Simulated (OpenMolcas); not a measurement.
**Computed transition rates of Pd2+**

```
Program             : OpenMolcas
Method              : SS-CASPT2, IPEA 0.25 Eh, imaginary shift 0.1 Eh (closed shells correlated: 4s 4p)
Basis               : ANO-R3 [8s6p5d3f2g1h]
Scalar Hamiltonian  : X2C, finite nucleus
Active space        : 8 electrons in 5 orbitals (4d)
State averaging     : 2S+1 = 3 even, 10 roots; 2S+1 = 1 even, 15 roots
Spin-orbit coupling : state interaction with AMFI integrals over the reference wave functions, term energies averaged over their components
```

Rates come from the transition moments of the reference wave functions (E1 and E2 in the length form). At fixed line strength A goes as λ^-3 for E1 and M1 and as λ^-5 for E2, so a rate at the computed wavelength can be rescaled to the measured one. Measured vacuum wavelengths follow from level energies in Moore, Atomic Energy Levels, vol. III, NSRDS-NBS 35 (1971 reprint of NBS Circular 467, 1958). Branching counts decays inside the model space alone, at computed energies, and the table is only a selection of the E2 and M1 lines, drawn from those between levels with measured partners whose computed energy lies within a factor of 1.5 of the measured one.

```
  Upper    Lower  Type  λ computed (nm)  λ measured (nm)  A computed (s-1)  A rescaled (s-1)  Branching %
4d⁸ ¹G₄  4d⁸ ³F₄    M1            560.8            559.3          1.40e+00                           74.6
4d⁸ ³F₃  4d⁸ ³F₄    M1             3152             3096          8.28e-01          8.74e-01        100.0
4d⁸ ¹G₄  4d⁸ ³F₃    M1            682.2            682.6          4.70e-01                           25.1
4d⁸ ³P₁  4d⁸ ³F₂    M1             1069             1139          1.82e-01                           25.3
4d⁸ ³F₂  4d⁸ ³F₃    M1             7203             6861          8.37e-02          9.69e-02        100.0
4d⁸ ³P₀  4d⁸ ³F₂    E2             1042             1110          2.41e-02          1.76e-02         96.8
4d⁸ ³P₁  4d⁸ ³F₃    E2            930.7            976.5          2.37e-02          1.86e-02          3.3
4d⁸ ³P₁  4d⁸ ³F₂    E2             1069             1139          3.72e-03          2.71e-03          0.5
4d⁸ ³P₀  4d⁸ ³P₁    M1            41190            43710          7.61e-04          6.37e-04          3.1
```

Spin-changing lines and M1 lines between different terms are not rescaled, since their strength hangs on the term gaps too.

The largest correction is for 4d⁸ ³P₁ → 4d⁸ ³F₂ (E2): 3.72e-03 × (1069 / 1139)^5 = 2.71e-03 s-1, a factor of 0.73.

The computed rate and branching of 4d⁸ ³F₃ → 4d⁸ ³F₄ give the upper level a radiative lifetime of 1.000 / 8.28e-01 s-1 = 1.21e+00 s, counting decays inside the model space alone. The rescaled rate gives about 1.1e+00 s.

These are rates of the free ion; in crystals, glasses and complexes forced electric-dipole and non-radiative decay shorten such lifetimes by orders of magnitude. No measured rate stands beside these. Rescaling mends the energy factor alone: line strengths can still be far off where a level mixes with configurations outside the active space, and weak or spin-changing lines hang on small mixing coefficients that depend on the term gaps too, so rescaling need not improve them.

Term energies are means over components that CASPT2 splits; among the terms shown or strongly mixed into the levels shown the widest spread is 500 cm-1 (4d⁸ ³F). Levels of configurations with an s electron are missing; early in the row they begin among the upper levels of the d shell and mix with terms of their name. Measured partners are found by configuration, term and J. A level has none where our copy of the source lacks it or the pairing is in doubt (some pairs that miss far off the trend of their configuration count as doubtful). Levels of configurations outside the active space are missing.
